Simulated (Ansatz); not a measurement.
Gas-phase electronic energies from Ansatz, PBE0-D4/def2-TZVP geometries. CCSD(T)/CBS is the MP2 limit (def2-TZVPP, def2-QZVPP) plus CCSD(T) − MP2 in def2-TZVPP, frozen cores. DFT in def2-TZVPP. B3LYP here is the variant with VWN-RPA as its local correlation; programs differ in this. For As outer-core shells are correlated without core-valence functions, which leaves a few kJ/mol of doubt a bond. Scalar relativity is left out up to krypton. One conformer a species, not always the lowest.

`CN[SiH2][AsH2]` + CH₃NH₂ → `CN[SiH2]NC` + `[AsH3]`  (cleavage of the Si–As bond)

`CN[SiH2][AsH2]`:

Z-matrix (Å, degrees):
```
C
N 1 1.448
H 1 1.094 2 110.8
H 1 1.093 2 109.4 3 -117.8
H 1 1.098 2 113.7 3 122.0
Si 2 1.715 1 123.2 3 153.3
H 2 1.007 1 113.9 3 -53.0
As 6 2.360 2 111.7 1 -171.7
H 6 1.489 2 107.7 1 -51.1
H 6 1.497 2 115.4 1 67.8
H 8 1.522 6 92.6 2 38.5
H 8 1.524 6 91.7 2 -54.1
```

CH₃NH₂:

Z-matrix (Å, degrees):
```
C
N 1 1.453
H 1 1.092 2 109.4
H 1 1.100 2 115.4 3 -121.6
H 1 1.092 2 109.4 3 116.8
H 2 1.012 1 110.6 3 62.6
H 2 1.012 1 110.6 3 -179.3
```

`CN[SiH2]NC`:

Z-matrix (Å, degrees):
```
C
N 1 1.444
H 1 1.097 2 113.4
H 1 1.095 2 111.4 3 -121.9
H 1 1.092 2 109.3 3 119.7
Si 2 1.711 1 125.8 3 -97.5
H 2 1.008 1 113.9 3 64.8
N 6 1.709 2 109.2 1 -148.6
H 6 1.495 2 103.0 1 -23.9
H 6 1.494 2 117.3 1 94.7
C 8 1.445 6 125.2 2 58.3
H 8 1.007 6 117.8 2 -140.7
H 11 1.092 8 109.2 6 -23.7
H 11 1.095 8 111.5 6 -141.9
H 11 1.098 8 113.2 6 96.2
```

`[AsH3]`:

Z-matrix (Å, degrees):
```
As
H 1 1.522
H 1 1.522 2 92.0
H 1 1.522 2 92.0 3 -92.1
```

| level | ΔE (kJ/mol) |
| --- | --- |
| PBE-D4 | -24.6 |
| B3LYP-D4 | -36.6 |
| ωB97X-V | -36.1 |
| PBE0 | -26.5 |

What does CCSD(T)/CBS give? (Estimate.)

Ansatz gave: -33.7 kJ/mol. The listed levels differ from it by 9.1, -2.9, -2.4, 7.2 kJ/mol.

Largest T1 diagnostic among the species: 0.011.

In def2-TZVPP, CCSD(T) changes the Hartree–Fock value by +7.8 kJ/mol (the triples alone add +1.5 kJ/mol) and MP2 by +8.5 kJ/mol.

CCSD(T)/CBS has its own doubt, a few kJ/mol and more with outer-core shells, so smaller differences from it don't rank the levels.
